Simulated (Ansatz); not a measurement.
`[F][SbH][F]` + H• → `[F][Sb][F]`• + H₂ at 500 K and 1 bar (hydrogen abstraction from the Sb–H bond).

Program: Ansatz. Geometries: PBE0-D4/def2-TZVP. ΔE: electronic, gas phase. CBS: MP2 limit from def2 TZ/QZ plus the TZ coupled-cluster correction, frozen cores. This one scheme is used for every species, atoms too. Open shells (•) are unrestricted, without spin–orbit coupling. def2 core potentials past Kr. Bonds to Sb are less sure, by a few kJ/mol each and by 10 to 20 or more in all where they break to atoms, as the def2 sets lack core-valence functions.

```
      species  CCSD(T)/CBS energy (Eh)  H − E (kJ/mol)  S (J/(mol·K))
`[F][SbH][F]`               -440.24478            53.7          322.3
           H•                 -0.50000            10.4          125.5
`[F][Sb][F]`•               -439.63406            31.4          313.5
           H₂                 -1.17544            41.0          145.5
```

H − E and S are ideal-gas, rigid-rotor, harmonic terms from PBE0-D4/def2-TZVP, with the whole ground term of open shells counted as degenerate. The MP2-based limit puts H₂ 0.8 mEh under its directly extrapolated value; such offsets cancel only in part. 1 Eh = 2625.50 kJ/mol, R = 8.31446 J/(mol·K).

**Question.** By hand: ΔE, ΔH, ΔS and ΔG.

**Answer.** ΔE = (-439.63406) + (-1.17544) − (-440.24478) − (-0.50000) = -0.06472 Eh = -169.9 kJ/mol. Δ(H − E) = 31.4 + 41.0 − 53.7 − 10.4 = 8.3, so ΔH = -161.6 kJ/mol. ΔS = 313.5 + 145.5 − 322.3 − 125.5 = 11.2 J/(mol·K). ΔG = -161.6 − 500 × (11.2)/1000 = -167.2 kJ/mol.

**Question.** By hand: the equilibrium constant, and the temperature at which ΔG would vanish if ΔH and ΔS stayed fixed.

**Answer.** log₁₀ K = −ΔG/(RT ln 10) = 17.5. ΔH and −TΔS have one sign here, so there is no such temperature.

The number of gas molecules stays the same, so ΔS is small and ΔH decides. A doubt of 5 kJ/mol in ΔE shifts log₁₀ K by 0.5 here. These are equilibria of isolated gas molecules and say nothing of rates. Largest T1 diagnostic: 0.017 (customary marks: 0.02 for closed shells, 0.045 for open ones).
